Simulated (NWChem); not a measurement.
C$_{2}$Cl$_{2}$F$_{2}$; SMILES F/C(Cl)=C(/F)Cl

All runs: NWChem. Pople sets run with spherical d functions. Structure relaxed at the PBE0/def2-SVP level. Static field.

| level | isotropic polarisability (bohr³) | anisotropy (bohr³) |
|---|---|---|
| PBE/6-31+G* | 50.8 | 41.2 |
| B3LYP/6-31+G* | 49.3 | 39.9 |
| BHandHLYP/6-31+G* | 47.2 | 38.6 |
| LC-BLYP (range parameter 0.33 per bohr)/6-31+G* | 49.0 | 38.4 |
